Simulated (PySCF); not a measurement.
The group X on SiH2(OH)-X is varied. All species are isolated molecules in the gas phase. One relaxed conformer stands for each flexible species; it need not be the lowest. Strings in code marks are SMILES.

These are B3LYP-D3(BJ)/def2-TZVP // PBE0-D4/def2-TZVP (PySCF) values and carry that method's errors. All candidates: neutral, multiplicity 1. B3LYP has the VWN-RPA correlation part, as in Gaussian. Delta-SCF ions had no search for a lower state. Excitations are Tamm–Dancoff values on a coarser integration grid. The basis has no diffuse functions, so Rydberg states are missing or too high.

```yaml
vertical ionisation energy (Delta-SCF): 10.83 eV
T1 excitation (TDA): 6.28 eV
HOMO: -8.57 eV
```

Task: Name which member has these values.
A) `O[SiH2][SeH]` (H–O–Si–Se torsion 47°, O–Si–Se–H torsion -98°)
B) `O[SiH2]S` (H–O–Si–S torsion -52°, O–Si–S–H torsion -65°)
C) `N#CC[SiH2]O`
D) `CC#C[SiH2]O`

Result: C, `N#CC[SiH2]O`. The others give `CC#C[SiH2]O`: 9.78 eV, 4.91 eV, -7.50 eV; `O[SiH2]S` (H–O–Si–S torsion -52°, O–Si–S–H torsion -65°): 10.03 eV, 5.69 eV, -7.44 eV; `O[SiH2][SeH]` (H–O–Si–Se torsion 47°, O–Si–Se–H torsion -98°): 9.57 eV, 4.94 eV, -7.02 eV
